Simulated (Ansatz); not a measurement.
One change: `OC[SiH2][SbH2]` becomes `OC[SiH2]S`.

Ansatz, PBE0-D4/def2-TZVP geometries, multiplicity 1. Each molecule was computed in one conformer, which needn't be the lowest.

Elements past krypton have def2 core potentials.

| property | `OC[SiH2][SbH2]` |
| --- | --- |
| HOMO–LUMO gap (B3LYP/def2-TZVPP) / eV | 6.33 |
| size of the dipole moment (B3LYP/def2-TZVPP) / D | 1.40 |
| LUMO energy (PBE0/def2-TZVPP) / eV | -0.48 |
| LUMO energy (PBE/def2-TZVPP) / eV | -1.24 |
| HOMO–LUMO gap (PBE0/def2-TZVPP) / eV | 6.75 |
| HOMO–LUMO gap (ωB97M-V/def2-TZVPP) / eV | 10.44 |

Question: Give the same properties after the change, and the shifts. (Estimate.)

Answer: Computed: 
| property | `OC[SiH2]S` | shift |
| --- | --- | --- |
| HOMO–LUMO gap (B3LYP/def2-TZVPP) / eV | 7.03 | 0.70 |
| size of the dipole moment (B3LYP/def2-TZVPP) / D | 2.60 | 1.20 |
| LUMO energy (PBE0/def2-TZVPP) / eV | 0.31 | 0.79 |
| LUMO energy (PBE/def2-TZVPP) / eV | -0.58 | 0.66 |
| HOMO–LUMO gap (PBE0/def2-TZVPP) / eV | 7.56 | 0.81 |
| HOMO–LUMO gap (ωB97M-V/def2-TZVPP) / eV | 11.39 | 0.95 |

Dipoles are sizes alone; their direction can turn.

B3LYP here is the variant with VWN-RPA as its local correlation; programs differ in this.

Spin–orbit coupling is left out; it splits and shifts lone-pair levels of the heavy atoms by tenths of an eV.
